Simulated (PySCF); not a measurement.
## Bond length, frequency and bond energy of RbI by level of theory

State: ¹Σ⁺ (singlet), closed shell. Set-up: Rb def2-SVP with ECP28, I def2-SVP with ECP28; scalar-relativistic core potentials (PySCF 2.14). De refers to Rb + I in their high-spin ground configurations, without counterpoise correction. A positive dipole means Rb(−)I(+).

| Level | Re (Å) | ωe (cm⁻¹) | De (eV) | μ (D) | CPU s a point (SCF and correlation, without the integrals) |
| --- | --- | --- | --- | --- | --- |
| RHF | 3.314 | 131 | 2.64 | -12.92 | 0.071 |
| RHF-MP2 | 3.256 | 137 | 3.16 | n/a | 0.11 |
| RHF-SCS-MP2 | 3.266 | 136 | 3.11 | n/a | n/a |
| RHF-CCSD | 3.262 | 137 | 3.02 | n/a | n/a |
| RHF-CCSD(T) | 3.260 | 137 | 3.04 | n/a | 1.8 |
| PBE | 3.236 | 134 | 3.33 | -11.27 | 0.43 |
| PBEsol | 3.202 | 139 | 3.48 | -11.20 | 0.33 |
| BLYP | 3.266 | 131 | 3.17 | -11.15 | 0.33 |
| r²SCAN | 3.246 | 136 | 3.49 | -12.07 | 0.53 |
| r²SCANh | 3.242 | 136 | 3.48 | -12.12 | 0.6 |
| PBE0 | 3.229 | 137 | 3.38 | -11.82 | 0.89 |
| HSE06 | 3.231 | 137 | 3.38 | -11.77 | 0.75 |

Measured (Huber and Herzberg, Constants of Diatomic Molecules (1979)): Re = 3.176879 Å, ωe = 138.51 cm⁻¹.

The bond length runs from 3.202 Å (PBEsol) to 3.314 Å (RHF). De spans 2.64 eV (RHF, mean field) to 3.49 eV (r²SCAN, meta-GGA). Correlation at CCSD(T) changes the Hartree–Fock bond energy by +0.40 eV; the triples alone change it by +0.02 eV.

Correlated steps freeze 4 core orbitals. Correlated levels converge slowly with the basis: in double zeta they bind strong bonds too weakly, by up to about 1 eV, and carry superposition errors of some tenths. Spin–orbit coupling is left out, which matters for elements this heavy, above all for dissociation energies. Where the molecule has an RHF reference, its open-shell atoms are computed with UHF.

The whole job (state search and all levels along the bond) took about 1.3 min on 1 thread of Oxide Virtual Turin-like (shared host), peak memory 0.57 GiB.
